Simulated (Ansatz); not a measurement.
`[AlH2][O][SiH3]` + `[SH][Ga]([SH])[Br]` → `[SiH3][O][AlH][Br]` + `[SH][GaH][SH]`  (redistribution)

Isolated molecules relaxed with PBE0-D4/def2-TZVP in Ansatz; ΔE leaves out vibrations. CBS: MP2 limit from def2 TZ/QZ plus the TZ coupled-cluster correction, frozen cores. For Br, Ga outer-core shells are correlated without core-valence functions, which leaves a few kJ/mol of doubt a bond. Scalar relativity is left out up to krypton. Each species was taken in one conformer, which may not be the lowest.

```tsv
species	CCSD(T)/CBS(def2) energy (Eh)
`[AlH2][O][SiH3]`	-609.35237
`[SH][Ga]([SH])[Br]`	-5294.14962
`[SiH3][O][AlH][Br]`	-3182.15432
`[SH][GaH][SH]`	-2721.36398
```

Work out ΔE.

ΔE = (-3182.15432) + (-2721.36398) − (-609.35237) − (-5294.14962) = -0.01631 Eh = -42.8 kJ/mol.

Largest T1 diagnostic among the species: 0.013.
